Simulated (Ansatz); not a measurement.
Reaction (SMILES): F[C]F (closed-shell singlet) → C atom + 2 F atom
B3LYP-D3(BJ)/def2-TZVP geometries, fixed; electronic energies without zero-point terms.
Largest species:
```
C
F 1 1.3036
F 1 1.3036 2 104.75
```
Charge 0, spin multiplicity 1.

Basis-set convergence of the atomisation energy at CCSD(T) with Ansatz (a first-principles code). All functions are spherical. Cores are frozen. A restricted Hartree-Fock determinant is unstable towards unrestricted orbitals. Open shells are unrestricted. No added dispersion term, no relativity. Functions are those of the species that has most. Reference: Hartree-Fock in aug-cc-pVQZ plus the correlation part extrapolated as X^-3 from aug-cc-pVTZ and aug-cc-pVQZ, 258.67 kcal/mol, itself unsure by roughly 1.07 kcal/mol (a third of the extrapolation step and of the last Hartree-Fock step). Deviations are taken from unrounded values.

```
basis              functions  atomisation energy (kcal/mol)  minus reference (kcal/mol)
-----------------  ---------  -----------------------------  --------------------------
STO-3G                    15                         203.23                      -55.44
6-31G                     27                         186.66                      -72.00
def2-SVPD                 66                         243.39                      -15.28
aug-pcseg-1               69                         242.46                      -16.20
cc-pVTZ                   90                         249.53                       -9.14
6-311++G(3df,3pd)        117                         253.45                       -5.22
jun-cc-pV(T+d)Z          117                         250.15                       -8.52
aug-cc-pVTZ              138                         251.54                       -7.13
def2-QZVPP               171                         254.37                       -4.30
```
